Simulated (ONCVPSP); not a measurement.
# Varying the ONCV potential for Be

Base potential:

```json
{
 "Element": "beryllium",
 "Generator": "ONCVPSP 4.0.1",
 "Type": "optimised norm-conserving Vanderbilt (ONCV)",
 "Functional": "PBE",
 "Relativity": "scalar-relativistic",
 "Frozen core": "none",
 "Valence charge": "4",
 "Reference configuration": "1s2 2s2",
 "Partial waves": "1s+2s: rc 0.75 bohr, ncon 4, nbas 8, qcut 17 1/bohr, 2 projectors; p scattering state at 0.22 Ha: rc 0.70 bohr, ncon 4, nbas 9, qcut 14.1 1/bohr, local; d scattering state at 0.39 Ha: rc 0.80 bohr, ncon 5, nbas 9, qcut 12.2 1/bohr, 3 projectors, debl 2.3 Ha",
 "Local potential": "the p channel",
 "Core correction": "none"
}
```

Cutoffs, loose and tight: the cutoffs (Ha) at which the residual kinetic energy of the hardest occupied pseudo-wave falls to 1 and 0.1 mHa per electron. They do not see the model core or the augmentation charge, which bear on the density cutoff. Test errors are all-electron minus pseudo excitation energies from the reference, over the configurations 1s2 2s1; 1s2 2s0; 1s2 2s1.5; 1s1 2s2. A dash means not determined; rows that change the core or the reference have their own tests.

A true bound ghost makes a file unfit for plane-wave use even where its test errors are small: the radial tests pick states by their node count and pass the ghost by.

```csv
change,outcome,"cutoff, loose","cutoff, tight",bound ghosts,GHOST(+) flags above zero,largest test error (meV)
base,generated,100 Ha,119 Ha,none,d,+778
s: qcut 14.7; p: qcut 12.2; d: qcut 10.5,generated,87 Ha,100 Ha,none,d,+961
s: qcut 16; p: qcut 13.3; d: qcut 11.5,generated,94 Ha,110 Ha,none,d,+854
s: qcut 17.5; p: qcut 14.5; d: qcut 12.6,generated,104 Ha,123 Ha,none,d,+743
s: qcut 19.9; p: qcut 16.5; d: qcut 14.3,generated,119 Ha,142 Ha,none,d,+593
s: qcut 20.9; p: qcut 17.3; d: qcut 15,generated,122 Ha,146 Ha,none,d,+569
s: qcut 23.2; p: qcut 19.2; d: qcut 16.6,generated,119 Ha,142 Ha,d,none,+588
s: qcut 24.7; p: qcut 20.5; d: qcut 17.7,generated,141 Ha,175 Ha,d,none,+452
```

Problem. What comes out with this change to the base: s: qcut 12.9; p: qcut 10.7; d: qcut 9.3?

Solution. outcome: generated; cutoff, loose: 77 Ha; cutoff, tight: 194 Ha; bound ghosts: none; GHOST(+) flags above zero: d; largest test error (meV): +1148.

Problem. What comes out with this change to the base: s: qcut 11.1; p: qcut 9.2; d: qcut 8?

Solution. outcome: generated; cutoff, loose: 164 Ha; cutoff, tight: 310 Ha; bound ghosts: none; GHOST(+) flags above zero: d; largest test error (meV): +1423.
